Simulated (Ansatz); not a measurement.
[As7]3- (As₇³⁻), relaxed as a singlet with RKS r2SCAN-D4/def2-SVPD in Ansatz, starting from the GFN2-xTB (ALPB water) geometry. Force threshold 0.02 eV/Å.

A multiply charged anion in the gas phase is held together partly by the finite basis. The highest occupied level of the charge -3 singlet lies above zero (up to 6.93 eV). The electron is either unbound and held by the finite basis, or the level is raised by self-interaction error.

Start:

| atom | x (Å) | y (Å) | z (Å) |
| --- | --- | --- | --- |
| As1 | -1.3059 | 1.2743 | -0.6959 |
| As2 | -1.1389 | -0.9603 | -1.8864 |
| As3 | 0.5863 | -1.9157 | -0.5155 |
| As4 | 0.2865 | -0.9496 | 1.8155 |
| As5 | -1.6026 | 0.5300 | 1.7119 |
| As6 | 2.0524 | 0.0105 | 0.2600 |
| As7 | 1.1222 | 2.0108 | -0.6897 |

(1) Estimate the energy that the relaxation releases and the steps that it takes.

(2) Does the start keep its bonding and symmetry?

(3) Predict the relaxed structure.

Results:

(1) 0.12 eV, in 5 steps; 41 s on 4 threads of Intel Xeon on a shared host. No frequencies were taken in this run, so the end may be a saddle point.

(2) By distances, no bond broke or formed. The bond that changes most is As1–As5, from 2.54 to 2.45 Å (atoms count from 1). Point group C3v at the start, C3v at the end, both within 0.05 Å.

(3) 
```xyz
7

As   -1.2779    1.2470   -0.6813
As   -1.1211   -0.9098   -1.8338
As    0.5728   -1.9230   -0.5360
As    0.2682   -0.9418    1.8315
As   -1.5687    0.5316    1.6443
As    2.0613    0.0327    0.2518
As    1.0655    1.9632   -0.6765
```
Bond lengths: 9 × As–As 2.36 to 2.58 Å.
